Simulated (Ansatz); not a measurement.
Cost and result for the atomization energy of CH3BGeO (7 atoms, 6 bonds).

```xyz
7

O    -0.480    2.181   -1.291
C    -0.173    1.094   -1.106
B     0.209   -0.284   -0.816
Ge    0.019   -0.571    1.053
H     0.567   -1.042   -1.656
H     0.316   -1.885    1.783
H    -0.458    0.507    2.033
```

Total charge 0; spin multiplicity 1. Correlated methods include outer-core shells of Ge, which these sets cover unevenly. Scalar relativity is left out up to krypton. The bonds changed during the relaxation, so this is another structure than the one it started from. Geometry: relaxed with PBE0-D4/def2-TZVP. Program: Ansatz. All runs use 2 threads of an Arm Neoverse V1 on a shared host. Times are those of one run each, without the atoms' runs, and a repeat can differ threefold. Electronic energies, without spin–orbit coupling; frozen cores. CCSD(T)/CBS adds CCSD(T) − MP2 in def2-TZVPP to the MP2 limit, and its time is that of the two runs behind it. T1 = 0.018; the RHF reference is unstable towards UHF. With those shells the extrapolation isn't a true limit. B3LYP takes the VWN-RPA correlation (the form of Gaussian; ORCA's B3LYP/G).

CCSD(T)/CBS is a level of theory with its own doubt, some kJ/mol a heavy atom from the limit and from the frozen cores, so smaller differences don't rank the functionals.

```
                            level  functions  wall time  atomization (kJ/mol)  difference from CCSD(T)/CBS  per bond
           LDA (SPW92)/def2-TZVPP        183      1.3 s                3005.9                        464.1      77.4
               BLYP-D4/def2-TZVPP        183      2.2 s                2586.1                         44.3       7.4
  PBE-D4/def2-TZVPP (with forces)        183      2.6 s                2658.8                        117.0      19.5
              BHLYP-D4/def2-TZVPP        183        3 s                2434.2                       -107.6     -17.9
               PBE0-D4/def2-TZVPP        183      3.1 s                2567.8                         26.0       4.3
B3LYP-D4/def2-TZVPP (with forces)        183      4.1 s                2556.1                         14.3       2.4
                 CCSD(T)/def2-SVP         89        5 s                2418.4                       -123.4     -20.6
            r2SCANh-D4/def2-TZVPP        183      5.5 s                2564.5                         22.7       3.8
              PBE-QIDH/def2-TZVPP        183      5.5 s                2536.5                         -5.3      -0.9
                B97M-V/def2-TZVPP        183        9 s                2596.3                         54.5       9.1
                   MP2/def2-QZVPP        350       21 s                2590.8                         49.0       8.2
               CCSD(T)/def2-TZVPP        183       79 s                2484.0                        -57.8      -9.6
                CCSD(T)/CBS(def2)          –      100 s                2541.8                          0.0       0.0
```

From PBE to PBE0 (25 % exact exchange), in def2-TZVPP and without D4, the atomization energy moves by −89.0 kJ/mol: exact exchange takes away binding that semilocal exchange gives to molecules. The D4 term adds +21.1 kJ/mol with B3LYP and +10.9 kJ/mol with PBE0; it sums over pairs of atoms, weighted by their polarisabilities, and B3LYP, whose exchange is more repulsive, gets the larger term. Leaving LDA and LC-ωPBE aside and taking each functional with its dispersion term where it has one, the values spread over 224.6 kJ/mol, from BHLYP-D4 to PBE-D4. LDA lies +360.0 kJ/mol from PBE without D4, its usual overbinding.
